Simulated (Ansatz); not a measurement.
```yaml
crystal:
  periodic: [false, false, false]
  atoms:
    - {symbol: Ru, position_ang: [-0.737117, 0.843216, -0.440176]}
    - {symbol: Al, position_ang: [-0.522094, -1.417019, -0.195281]}
    - {symbol: Al, position_ang: [1.259201, 0.573813, 0.635466]}
basis:
  gaussian: {orbitals: def2-mTZVP}
total_charge: -1
magnetization: {spin_polarized: true, initial_magnetization: 1}
hamiltonian: {xc: {name: SVWN5}, pseudopotentials: {relativity: scalar}}
accuracy: high
charge: 1
output: {forces: true}
```

```sh
$ ansatz run in.yaml --threads 4 --pin off --events-out ev --progress --plain --max-ram 3916MiB
```

Predict how Ansatz answers.

The input was rejected before any iteration. The input holds a key that doesn't belong there (the charge goes under total_charge).
```
Error: YAML parse error: error: line 13 column 1: unknown field `charge`, expected one of crystal, accuracy, basis, kpoints, hamiltonian, magnetization, projection, total_charge, correlation, batch, efield, external_charges, scf, relax, neb, saddle, md, ramp, phonons, dielectric, real_time, elastic, magnetic_configurations, gw, evaluate, workflow, output, checkpoint, execution
  --> <input>:13:1
   |
11 | hamiltonian: {xc: {name: SVWN5}, pseudopotentials: {relativity: s…
12 | accuracy: high
13 | charge: 1
   | ^ unknown field `charge`, expected one of crystal, accuracy, basis, kpoints, hamiltonian, magnetization, projection, total_charge, correlation, batch, efield, external_charges, scf, relax, neb, saddle, md, ramp, phonons, dielectric, real_time, elastic, magnetic_configurations, gw, evaluate, workflow, output, checkpoint, execution
14 | output: {forces: true}
   |
```
